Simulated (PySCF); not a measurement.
**Two-component Hartree-Fock for Cd¹⁴⁺ (cadmium, charge +14)**

Start: [Ar] 3d10 4s2 4p4; 4p1/2 filled at m_j = -1/2, +1/2; 4p3/2 filled at m_j = +1/2, +3/2. Calculated with PySCF 2.14 in an even-tempered Gaussian basis (18 s from 0.66 bohr⁻², ratio 2.8; 14 p from 0.86 bohr⁻², ratio 2.8; 9 d from 1.5 bohr⁻², ratio 2.8; 4 f from 5.8 bohr⁻², ratio 3): generalised Hartree-Fock with the X2C-1e Hamiltonian and a Gaussian nucleus; spin-orbit coupling (SO) screened by Boettger's factors.

```tsv
spinor shell	electrons	ε, screened SO (eV)	weight of nominal j (screened SO)	rms radius, screened SO (bohr)
1s1/2	2	-27182.1	1.000	0.0348
2s1/2	2	-4408.8	1.000	0.142
2p1/2	2	-4118.1	1.000	0.123
3s1/2	2	-1119.3	1.000	0.380
3p1/2	2	-1001.9	1.000	0.373
3p3/2	4	-964.33	1.000	0.384
3d3/2	4	-758.71	0.997	0.357
3d5/2	6	-751.04	0.998	0.360
4s1/2	2	-408.41	1.000	0.850
4p1/2	2	-365.89	0.907	0.881
4p3/2	2	-358.58	0.921	0.897
```

Q: Where does 2p3/2 lie, and what is the 2p spin-orbit splitting (screened SO)?

A: At -3922.7 eV, 195.42 eV above 2p1/2.

```json
{"quantity": "E (hartree)", "screened SO": "-5522.65469"}
{"quantity": "M_J", "screened SO": "2"}
{"quantity": "⟨J²⟩", "screened SO": "6.010"}
{"quantity": "⟨L²⟩", "screened SO": "2.748"}
{"quantity": "⟨S²⟩", "screened SO": "1.645"}
```

Each row is a mean over spinors that exchange with the open shell spreads, by up to 11.179 eV (4s1/2).

Breit and QED terms are absent; they matter most for the inner s and p1/2 levels.

Densities and radii are taken from the X2C orbitals without a picture-change correction, which distorts them close to the nucleus.
